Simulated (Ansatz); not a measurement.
Reaction (formal loss of a carbene): `CS[SiH2][SeH]` → `[CH2]` (triplet) + `S[SiH2][SeH]`

Gas-phase electronic energies from Ansatz, PBE0-D4/def2-TZVP geometries. CBS: MP2 limit from def2 TZ/QZ plus the TZ coupled-cluster correction, frozen cores. This one scheme is used for every species. DFT in def2-TZVPP. B3LYP here is the variant with VWN-RPA as its local correlation; programs differ in this. Triplets are unrestricted, without spin–orbit coupling. For Se outer-core shells are correlated without core-valence functions, which leaves a few kJ/mol of doubt a bond. Scalar relativity is left out up to krypton. Each species was taken in one conformer, which may not be the lowest.

Question: Is it downhill or uphill in electronic energy at CCSD(T)/CBS, and by how much? (Best estimate.)

Answer: Ansatz gave: Uphill: ΔE = +4.42 eV.

Question: What do these levels give: PBE-D4, B2PLYP, PBE, r2SCAN, PBE0, B3LYP, MP2/def2-TZVPP, CCSD/def2-TZVPP, HF/def2-QZVPP, MP2/def2-QZVPP, SCS-MP2/def2-QZVPP, CCSD/CBS(def2)? (An estimate is asked.)

Answer: Ansatz gave: PBE-D4 4.52, B2PLYP 4.31, PBE 4.44, r2SCAN 4.17, PBE0 4.34, B3LYP 4.23, MP2/def2-TZVPP 4.43, CCSD/def2-TZVPP 4.14, HF/def2-QZVPP 2.84, MP2/def2-QZVPP 4.52, SCS-MP2/def2-QZVPP 4.52, CCSD/CBS(def2) 4.29 eV.

Largest T1 diagnostic among the species: 0.011.

The D4 term adds +0.13 eV with B3LYP and +0.07 eV with PBE0; it sums over pairs of atoms, weighted by their polarisabilities, and B3LYP, whose exchange is more repulsive, gets the larger term. In def2-TZVPP, CCSD(T) changes the Hartree–Fock value by +1.44 eV (the triples alone add +0.13 eV) and MP2 by +1.60 eV. From PBE to PBE0 (25 % exact exchange), in def2-TZVPP and without D4, ΔE moves by −0.10 eV.
